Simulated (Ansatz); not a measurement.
## Dissociation curves of InH2Cl (SMILES [H][In]([H])[Cl])

InH2Cl: 4 atoms, total charge 0, spin state singlet. SMILES: `[H][In]([H])[Cl]`. The shape comes from GFN2-xTB, which is rough for such elements, and wasn't checked as a minimum.

```xyz
4

In    0.0702    0.1178   -0.0004
H     1.7830    0.1014    0.0114
H    -0.7551    1.6185   -0.0199
Cl   -1.0981   -1.8377    0.0089
```

The In1–H2 distance is scanned; the parts on either side stay rigid. Basis STO-3G, 23 core orbitals frozen in the correlated methods; program Ansatz 0.2.0. FCI is exact within this basis and core. Energies in eV from each method's value at 1.713 Å; methods without a U are spin-restricted. The shape above is that at 1.713 Å.

```csv
distance (Å),HF,SVWN5,r2SCAN,BHLYP,CAM-B3LYP,HSE06
1.713,0.00,0.00,0.00,0.00,0.00,0.00
2.141,1.44,1.33,1.28,1.38,1.38,1.29
2.569,3.65,2.98,2.99,3.31,3.24,3.06
3.426,7.45,5.49,5.61,6.46,6.31,5.87
4.282,9.27,6.49,6.64,7.86,7.73,7.03
```

Estimate the FCI curve, and say how far off each method is.


```csv
distance (Å),FCI
1.713,0.00
2.141,1.10
2.569,2.61
3.426,4.15
4.282,4.33
```

Departure from the FCI curve at its largest: HF +4.94 eV at 4.28 Å; SVWN5 +2.15 eV at 4.28 Å; r2SCAN +2.31 eV at 4.28 Å; BHLYP +3.52 eV at 4.28 Å; CAM-B3LYP +3.39 eV at 4.28 Å; HSE06 +2.70 eV at 4.28 Å. Functionals converge differently with the basis, so for them the departure isn't an error alone. Restricted Hartree–Fock keeps the electrons paired, so it rises far too high as the bond breaks.
